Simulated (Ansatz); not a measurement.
Cost and result up the ladder for perfluoropentacene, `Fc1c(F)c(F)c2c(F)c3c(F)c4c(F)c5c(F)c(F)c(F)c(F)c5c(F)c4c(F)c3c(F)c2c1F` (36 atoms). Charge 0, multiplicity 1. Geometry: r2SCAN-D4/def2-SVP.

| atom | x (Å) | y (Å) | z (Å) |
| --- | --- | --- | --- |
| F1 | -5.969 | -4.011 | -1.881 |
| C2 | -4.841 | -3.625 | -1.304 |
| C3 | -4.238 | -4.493 | -0.352 |
| F4 | -4.833 | -5.647 | -0.088 |
| C5 | -3.069 | -4.141 | 0.275 |
| F6 | -2.548 | -4.988 | 1.155 |
| C7 | -2.429 | -2.894 | -0.012 |
| C8 | -1.239 | -2.495 | 0.602 |
| F9 | -0.680 | -3.310 | 1.491 |
| C10 | -0.604 | -1.262 | 0.320 |
| C11 | 0.595 | -0.856 | 0.938 |
| F12 | 1.158 | -1.667 | 1.826 |
| C13 | 1.222 | 0.371 | 0.654 |
| C14 | 2.427 | 0.784 | 1.271 |
| F15 | 2.995 | -0.024 | 2.161 |
| C16 | 3.047 | 2.003 | 0.987 |
| C17 | 4.265 | 2.418 | 1.614 |
| F18 | 4.869 | 1.646 | 2.509 |
| C19 | 4.840 | 3.626 | 1.305 |
| F20 | 5.967 | 4.012 | 1.883 |
| C21 | 4.237 | 4.494 | 0.353 |
| F22 | 4.832 | 5.648 | 0.090 |
| C23 | 3.068 | 4.141 | -0.275 |
| F24 | 2.547 | 4.989 | -1.154 |
| C25 | 2.429 | 2.894 | 0.012 |
| C26 | 1.240 | 2.495 | -0.603 |
| F27 | 0.680 | 3.310 | -1.491 |
| C28 | 0.604 | 1.261 | -0.321 |
| C29 | -0.594 | 0.856 | -0.939 |
| F30 | -1.157 | 1.666 | -1.827 |
| C31 | -1.221 | -0.372 | -0.655 |
| C32 | -2.427 | -0.785 | -1.272 |
| F33 | -2.994 | 0.023 | -2.162 |
| C34 | -3.047 | -2.004 | -0.988 |
| C35 | -4.265 | -2.418 | -1.613 |
| F36 | -4.869 | -1.645 | -2.509 |

Ansatz on 8 threads of AMD EPYC 7R43 on a shared host. Times are rough, and most runs start from the orbitals of an earlier one. No level here is sound enough to serve as a yardstick. Binding counts from free atoms at the same level (F doublet, C triplet; other spins of the atoms weren't run), without zero-point energy or a counterpoise term.

B3LYP takes the VWN-RPA correlation. Single mean-field runs in def2-SVP, def2-TZVP are fitted with def2-universal-jkfit.

```json
{"level": "PBE-D4/def2-SVP (with forces)", "functions": "504", "wall time": "18 s"}
{"level": "r2SCAN-D4/def2-SVP", "functions": "504", "wall time": "27 s"}
{"level": "PBE0-D4/def2-SVP (with forces)", "functions": "504", "wall time": "46 s"}
{"level": "B3LYP-D4/def2-SVP", "functions": "504", "wall time": "46 s"}
{"level": "PBE-D4/def2-TZVP", "functions": "1116", "wall time": "58 s"}
{"level": "PBE0-D4/def2-TZVP", "functions": "1116", "wall time": "3.2 min"}
```

(1) Estimate what each level gives for the binding energy per atom (eV).

## Answers

(1) 
| level | binding energy per atom (eV) |
| --- | --- |
| PBE-D4/def2-SVP (with forces) | 6.11 |
| r2SCAN-D4/def2-SVP | 5.78 |
| PBE0-D4/def2-SVP (with forces) | 5.84 |
| B3LYP-D4/def2-SVP | 5.71 |
| PBE-D4/def2-TZVP | 5.94 |
| PBE0-D4/def2-TZVP | 5.69 |
